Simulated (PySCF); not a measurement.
Magnetic shielding above rings: a mixed set.

Probes without a nucleus sit at each ring's centroid and 1 Å off its mean plane on both sides; NICS is minus the shielding there, NICSzz its component along the normal. Level: GIAO PBE0/pcSseg-1 (PySCF, non-relativistic, gas phase) on the GFN2-xTB geometries, one conformer each. Atom numbers follow the mapped SMILES.

**Question.** Order these rings by mean NICS(1)zz, lowest (most negative) first (ppm).
A. ring N6–N7–C8–N9–C10 in `[F:1][c:2]1[cH:3][cH:4][c:5](-[n:6]2[n:7][cH:8][n:9][c:10]2[F:11])[cH:12][cH:13]1`
B. ring C4–N5–C6–C7–N8 in `[CH3:1][CH2:2][O:3][c:4]1[n:5][cH:6][cH:7][nH:8]1`
C. ring C2–N3–N4–C5–C6–C7 in `[F:1][c:2]1[n:3][n:4][cH:5][cH:6][c:7]1[SH:8]`

**Answer.** B (-26.1), C (-24.7), A (-23.2).

| SMILES | ring | NICS(0) | NICS(1) | NICS(1)zz | HOMA | rms pucker (Å) | ring atoms with four or more neighbours |
| --- | --- | --- | --- | --- | --- | --- | --- |
| CCOc1ncc[nH]1 | 5-membered ring with 2 N; formal bonds all aromatic | -13.0 | -9.8 | -26.1 | 0.87 | 0.00 | 0 |
| Fc1nnccc1S | 6-membered ring with 2 N; formal bonds all aromatic | -6.6 | -10.7 | -24.7 | 0.96 | 0.00 | 0 |
| Fc1ccc(-n2ncnc2F)cc1 | 5-membered ring with 3 N; formal bonds all aromatic | -10.6 | -9.4 | -23.2 | 0.91 | 0.00 | 0 |

NICS(0) gives another order. The isotropic NICS(1) gives another order. HOMA uses Krygowski's 1993 parameters. NICS(1) and NICS(1)zz are means over the two faces.
